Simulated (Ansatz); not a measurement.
Coupled-cluster diagnostics for P7S2⁺, Ansatz.

Geometry of the singlet (PBE-D4/def2-SVP):

```xyz
9

P     1.961   -0.389   -1.702
P     1.384    1.100    0.104
P     0.836   -2.079   -0.715
P    -0.521    1.277   -1.070
P    -2.155    0.748    0.394
P    -1.170   -0.628    1.885
P     0.949   -0.846    1.149
S    -1.083    1.517    2.111
S    -0.201   -0.699   -2.158
```

Correlated methods freeze 45 core orbitals. The structure comes from a short search, and lower isomers may exist.

**Question.** Estimate the CCSD(T) correlation energy, the shares of MP2 and (T), T1 and the reference's ⟨S²⟩ for: charge 1, singlet, own geometry in def2-SVP; and the rough time on 4 threads of Arm Neoverse V1 on a shared host.

**Answer.** 
```
                          state     basis  correlation (eV)  MP2 share (%)  (T) share (%)     T1  ⟨S²⟩ (pure)  wall time           remarks
charge 1, singlet, own geometry  def2-SVP           -32.214           88.8            5.9  0.024  0.00 (0.00)       29 s  large T1 (0.024)
```
Customary marks for T1 are 0.02 (closed shells), 0.045 (open shells) and about 0.05 (3d metals). T1 exceeds 0.02 in 1 of 1 rows and 0.045 in 0; the higher it lies, the less the single-reference result can be trusted.
